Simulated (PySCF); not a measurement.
**Removing an electron from `CCO[Si@@H]([SiH3])[SiH2][SiH3]`**

C2H14OSi4.
Cartesian coordinates in Å at the PBE0-D3(BJ)/def2-SVP level; atoms count from 1:
```
atom  x, y, z in Å
C1    -2.1619   -2.0567    0.0749
C2    -1.9176   -0.5823   -0.1379
O3    -0.5376   -0.3180   -0.0338
Si4    0.1696    1.1698   -0.3606
Si5   -0.6452    2.8564    1.0608
Si6    2.4442    0.7098   -0.0314
Si7    2.5834   -1.6266   -0.1974
H8    -1.6312   -2.6480   -0.6861
H9    -3.2360   -2.2872    0.0116
H10   -1.7948   -2.3663    1.0647
H11   -2.4764    0.0097    0.6138
H12   -2.2950   -0.2705   -1.1317
H13   -0.0996    1.5663   -1.7856
H14   -2.1123    3.0949    0.8823
H15   -0.3926    2.4803    2.4866
H16    0.0843    4.1289    0.7624
H17    2.8886    1.1676    1.3238
H18    3.2899    1.3950   -1.0594
H19    1.9605   -2.0732   -1.4799
H20    4.0089   -2.0827   -0.1751
H21    1.8629   -2.2485    0.9527
```

Level: CAM-B3LYP/def2-SVPD (PySCF). Frontier orbitals with their largest atomic shares (Löwdin; up to four atoms above 4 %):

```
orbital  ε (eV)                              main atoms
 HOMO−3  -10.40      O3 26 %, C2 13 %, Si4 11 %, C1 8 %
 HOMO−2   -9.90    Si6 29 %, Si7 19 %, O3 12 %, H17 8 %
 HOMO−1   -9.30   O3 28 %, Si4 16 %, Si6 12 %, H13 11 %
   HOMO   -8.59                                       ?
   LUMO    0.34  Si4 25 %, Si6 16 %, Si5 14 %, Si7 11 %
 LUMO+1    0.94   Si5 23 %, Si6 15 %, Si4 14 %, H14 7 %
 LUMO+2    1.02   Si7 21 %, Si6 20 %, Si4 13 %, Si5 9 %
```

What vertical ionisation energy does ΔSCF give, and how far is −ε(HOMO) from it?

ΔSCF: 9.10 eV (878 kJ/mol; threshold wavelength 136 nm); ⟨S²⟩ of the doublet left behind is 0.761, against 0.75 for a pure doublet. −ε(HOMO) is 8.59 eV, 0.51 eV below it. For the exact functional −ε(HOMO) would equal the first vertical ionisation energy; CAM-B3LYP (range-separated hybrid) falls short of its own ΔSCF value by 6 %. Holes in the HOMO−1 and HOMO−2 were tried too where these lie within 1.2 eV of the HOMO; the lowest converged state counts.

On which atoms does the HOMO lie?

Si4 (oxygen-bound silicon) 23 %, Si6 (SiH2 silicon) 19 %, Si5 (SiH3 silicon) 19 %, O3 (silyl ether oxygen) 11 %, so no atom holds as much as 40 %. The HOMO−1 lies 0.71 eV lower.

How many of the 10 lowest singlet excitations (vertical TDDFT, same level) lie below the ionisation energy?

All 10; they run from 5.74 to 7.47 eV.

What kinetic energy would electrons from this vertical process carry with 118.2 nm light (10.49 eV)?

10.49 − 9.10 = 1.39 eV.

Geometry: PBE0-D3(BJ)/def2-SVP, one conformer, isolated molecule.

The run behind these numbers computed excited states and ΔSCF ions as well. Time: 9.0 min wall. Hardware: one thread, Arm Neoverse N1, on a shared host.
